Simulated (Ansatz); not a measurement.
Species: CH6BN2, charge 0, multiplicity 2. It need not be the lowest isomer of its formula. SMILES: [CH2]B(N)N
Structure (B3LYP-D3(BJ)/def2-TZVP (Ansatz, a first-principles code) minimum search):
```xyz
10

C     -0.7658    -1.3063    -0.3274
B     -0.0033    -0.0056    -0.0014
N     -0.6367     1.0067     0.7725
N      1.3261     0.1694    -0.4778
H     -1.7800    -1.4968     0.0076
H     -0.3360    -2.1128    -0.9122
H     -0.2063     1.8789     1.0254
H     -1.5731     0.9070     1.1198
H      1.7945    -0.5294    -1.0252
H      1.8859     0.9864    -0.3073
```
Charge 0, spin multiplicity 2.

Property: atomisation energy (electronic, to ground-state atoms), in eV. Correlated levels leave the core frozen unless marked. UHF or UKS for open shells. Spin-orbit coupling is left out. Non-relativistic unless marked X2C. The coupled-cluster limit lacks core correlation, which all-electron functionals hold. Basis-set limits of correlation are two-point, X^-3; Hartree-Fock from the larger set.

```tsv
level	program	atomisation energy (eV)
HF/6-31G	Ansatz	26.83
HF/aug-cc-pVDZ	Ansatz	28.03
HF/aug-cc-pVTZ	Ansatz	28.54
PBE/def2-TZVPD	Ansatz	40.19
```

Q: What does CCSD(T)/CBS(aug-cc-pVTZ,aug-cc-pVQZ) (Ansatz) give?

A: 39.15 eV
